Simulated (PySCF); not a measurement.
Molecule: Rh(Cp)(CO)2, C₇H₅O₂Rh, singlet. Atoms near the plane z = 0.0 Å, at the GFN2-xTB optimised geometry (x, y, z in Å): Rh1 (-0.3, -0.3, 0.0), C4 (1.5, 1.1, 0.0), C5 (2.0, -0.3, 0.0), H9 (1.8, 1.8, -0.7), H10 (2.7, -0.7, -0.7), O12 (-2.7, -1.8, 0.7), C13 (-1.8, -1.2, 0.5).

Method: CAM-B3LYP/def2-TZVP, def2 effective core potentials past Kr (PySCF 2.14.0). The core electrons that the potentials of Rh replace are not part of the density. Cells within 0.4 Å of a nucleus heavier than hydrogen are left out (blank, or x). The values are rescaled to run from 0 to 1.

```
|5555555555555555555555555555555|
|5555555555555555555555555555555|
|5555555555555555555555555555555|
|5555555555555555555555555555555|
|5555555555555555555555555555555|
|5555555555555555555555555555555|
|5555555555555555555555555555555|
|5555555555555555555555555555555|
|5555555555555555555555555555555|
|5555555555555555555555555555555|
|5555555555555555555545555555555|
|5555555555555555554xx4555555555|
|5555555555555555554xx4555555555|
|5555555555555677554523555555555|
|5555555555557959955422455555555|
|55555555555590xx97554x755555555|
|5555555555569xxx9755xxx55555555|
|555555555545910096554x455555555|
|5555555555346999755555555555555|
|5555555655445565555555555555555|
|5555556665555555555555555555555|
|5555556665555555555555555555555|
|5555555555555555555555555555555|
|5555555555555555555555555555555|
|5555555555555555555555555555555|
|5555555555555555555555555555555|
|5555555555555555555555555555555|
|5555555555555555555555555555555|
|5555555555555555555555555555555|
|5555555555555555555555555555555|
|5555555555555555555555555555555|
```
Scale: ten equal steps from 0.000 (start of '0') to 1.00 (end of '9'), in the order '0123456789'; x runs from -5.00 to 5.00, y from -5.00 (bottom) to 5.00 (top).

### Question
Which quantity is mapped?
(A) Laplacian of the electron density
(B) deformation density (molecule minus spherical neutral atoms)
(C) log10 of the electron density
(D) electron localisation function

### Answer
A, Laplacian of the electron density. In full: Laplacian of the electron density (e/bohr⁵), clipped to [-1.50, 1.50].
